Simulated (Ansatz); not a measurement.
Ideal-gas functions of `O=CB(F)[SiH3]` at 298.15 K and 1 bar, from an Ansatz frequency run at PBE0-D4/def2-TZVP.

Molar mass 89.94 g/mol, point group C1 (symmetry number 1), electronic degeneracy 1, moments of inertia 115.36, 167.479, 276.896 u Å². Harmonic wavenumbers (cm⁻¹, unscaled): 37, 78, 112, 275, 301, 444, 496, 556, 603, 873, 915, 927, 945, 1072, 1312, 1407, 1784, 2221, 2229, 2233, 2856.

Use S(trans) = R[1.5 ln M + 2.5 ln T − 1.1517]; rotational temperatures θ = 24.2544 K / I; S(rot) = R[ln(√π/σ · √(T³/θAθBθC)) + 1.5]; for each mode x = 1.438777 ν̃/T, S = R[x/(eˣ − 1) − ln(1 − e⁻ˣ)] and H = RT x/(eˣ − 1); 1 cm⁻¹ = 0.0119627 kJ/mol; R = 8.31446 J/(mol·K).

Problem. By hand: the entropy, in J/(mol·K).

Solution. Translation 165.0. Rotation: θ = 0.2102, 0.1448, 0.0876 K, giving 112.9. Vibration, mode by mode: 22.65, 16.49, 13.53, 6.55, 5.91, 3.41, 2.80, 2.23, 1.86, 0.65, 0.55, 0.52, 0.49, 0.29, 0.11, 0.07, 0.01, 0.00, 0.00, 0.00, 0.00, in all 78.1. Electronic 0.0. Sum 356.0 J/(mol·K).

Problem. By hand: H − E and G − E in kJ/mol, counted from the electronic energy.

Solution. Zero-point energy ½ × 21676 × 0.0119627 = 129.7; thermal vibration 11.3; translation, rotation and pV give 4 RT = 9.9. H − E = 150.9 kJ/mol, and G − E = 150.9 − 298.15 × 356.0/1000 = 44.8 kJ/mol.

Vibration gives 22 % of the entropy, 52.7 J/(mol·K) of it from the modes under 150 cm⁻¹: soft modes count most, and the harmonic formula is weakest for them. The sum counts one conformer and one mirror image; others add a mixing term.
